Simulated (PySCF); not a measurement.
## Radial density of As⁺ (arsenic, charge +1)

UHF, [Ar] 3d10 4s1 4p2 5s1, high-spin 5P determinant (an excited configuration). All numbers are calculated (PySCF 2.14, scalar relativity through the core potential, in aug-cc-pVTZ-PP with one added diffuse shell each of s, d, f type with ECP10MDF (7s5p5d3f, 68 functions)). This is the valence pseudo-density: the core potential removes the inner electrons and smooths the orbitals near the nucleus.

| r (bohr) | 4πr²ρ (e/bohr) | 4πr²(ρα − ρβ) |
| --- | --- | --- |
| 0.000991 | 2.884e-05 | 0.0000 |
| 0.00167 | 8.104e-05 | 0.0000 |
| 0.00280 | 0.0002250 | 0.0000 |
| 0.00471 | 0.0006048 | 0.0000 |
| 0.00793 | 0.001510 | 0.0001 |
| 0.0133 | 0.003349 | 0.0003 |
| 0.0224 | 0.006762 | 0.0005 |
| 0.0377 | 0.01399 | 0.0008 |
| 0.0635 | 0.06450 | 0.0010 |
| 0.107 | 0.5545 | -0.0003 |
| 0.180 | 3.777 | 0.0010 |
| 0.302 | 16.38 | 0.1353 |
| 0.508 | 30.79 | 0.2534 |
| 0.855 | 13.59 | 0.0919 |
| 1.44 | 2.981 | 1.6834 |
| 2.42 | 1.204 | 1.1819 |
| 4.07 | 0.3635 | 0.3635 |
| 6.84 | 0.09876 | 0.0988 |
| 11.5 | 0.0008616 | 0.0009 |

Energies and moments cover only the electrons outside the core potential. The outer electron is Rydberg-like, and this basis confines it to a smaller radius and binds it less than a complete one would.
